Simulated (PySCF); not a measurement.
# Dipole response of Ti⁸⁺ (titanium, charge +8)

[Ne] 3s2 3p2, high-spin 3P determinant. Computed with PySCF 2.14 in an uncontracted even-tempered set (18 s from 0.32 bohr⁻², ratio 2.5; 12 p from 0.42 bohr⁻², ratio 2.5; 5 d from 2.8 bohr⁻², ratio 2.7; 5 f from 4.2 bohr⁻², ratio 2.7), with no relativity, point nucleus. Coupled (time-dependent) response in atomic units; α is the mean over directions.

| method | mean α (bohr³) | α xx, yy, zz | C₆ (like pair) | S(−4) |
| --- | --- | --- | --- | --- |
| UHF | 0.7391 | 0.8730, 0.6722, 0.6722 | 0.5950 | 0.5612 |
| PBE0 | 0.7059 | 0.8460, 0.6359, 0.6359 | 0.5627 | 0.4848 |

S(−4) is the Cauchy moment in α(ω) = α(0) + S(−4) ω² + …

α(iu) at PBE0:

```csv
u (hartree),α(iu) (bohr³)
0,0.7059
0.200,0.6872
0.400,0.6388
0.800,0.5114
1.20,0.4000
1.60,0.3174
2.00,0.2574
3.00,0.1664
4.00,0.1188
6.00,0.07338
10.0,0.04053
```

A single London oscillator, α(iu) = α/(1 + u²/ω²), gives C₆ = (3/4) ω α². Matching the computed C₆ needs ω = 4 × 0.5627 / (3 × 0.7059²) = 1.51 hartree.

For an ion, C₆ is the dispersion term alone; charge-induced terms of lower order in 1/R come first.

The components differ because the open shell of this determinant is not spherical; for a pure term their mean is the scalar polarisability.
